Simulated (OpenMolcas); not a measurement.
**Xe2+: Slater's ratio, the spin-orbit constant, worked from levels**

| Quantity | Value |
| --- | --- |
| Program | OpenMolcas 26.06 |
| Basis | ANO-RCC-VQZP [8s7p5d3f2g] |
| Scalar Hamiltonian | DKH2, point nucleus |
| Active space | 4 electrons in 9 orbitals (RAS2 5p; RAS3 5d 6s, at most 1 electron) |
| State averaging | 2S+1 = 3 even, 3 roots; 2S+1 = 1 even, 6 roots; 2S+1 = 5 odd, 6 roots; 2S+1 = 3 odd, 54 roots; 2S+1 = 1 odd, 48 roots |
| Spin-orbit coupling | state interaction with AMFI integrals over the reference wave functions, term energies averaged over their components |

Methods: RASSCF; MS-RASPT2, IPEA 0.25 Eh, imaginary shift 0.1 Eh (closed shells correlated: 4d 5s). Measured levels: Saloman, J. Phys. Chem. Ref. Data 33, 765 (2004).

**Slater's ratio.** With one set of orbitals, p4 has ¹D - ³P = 6 F2 and ¹S - ¹D = 9 F2 (F2 = F²/25), a ratio of 3/2. Term energies are centres of gravity, weighted by 2J + 1.

| Source | ¹D - ³P | ¹S - ³P | F2 from the first | Ratio |
| --- | --- | --- | --- | --- |
| RASSCF | 14991 | 35595 | 2498 | 1.374 |
| MS-RASPT2 | 12834 | 34427 | 2139 | 1.682 |
| measured | 12931 | 31935 | 2155 | 1.470 |

Energies in cm-1. A ratio away from 3/2 shows effects beyond one configuration with one set of orbitals, and in heavier atoms second-order spin-orbit shifts.

**The spin-orbit constant.** For the Hund term ³P of p4, E(J) = (A/2) J(J+1) + constant and ζ = -2S·A = -2A. From J = 0 to J = 2 the energy changes by 3 A.

```json
{"Source": "RASSCF", "E(2) - E(0)": "-8448.2", "A": "-2816.1", "ζ": "5632"}
{"Source": "MS-RASPT2", "E(2) - E(0)": "-8483.4", "A": "-2827.8", "ζ": "5656"}
{"Source": "measured", "E(2) - E(0)": "-8130.1", "A": "-2710.0", "ζ": "5420"}
```

All in cm-1. MS-RASPT2 is off by +4.3 % and RASSCF by +3.9 %. Both methods take the spin-orbit matrix elements from the reference wave functions, so the second can move ζ only through the term energies and any multistate remixing. Second-order mixing with other terms is absorbed into this ζ.

Term energies are means over components that CASPT2 splits; among the terms shown or strongly mixed into the levels shown the widest spread is 120 cm-1 (5s² 5p⁴ ¹D, MS-RASPT2). Over all roots computed the reference weight is 0.84 to 0.92 in MS-RASPT2; the roots of lowest weight are the least certain, and an intruder state may touch them. With the s shell closed, the reference lacks s² → p² mixing. Computed and measured levels are paired by configuration, term and J; levels that our copy of the source lacks, or whose pairing is in doubt (as where it misses far off the trend of its configuration), stay unpaired and out of the deviations. Only configurations of the active space appear.
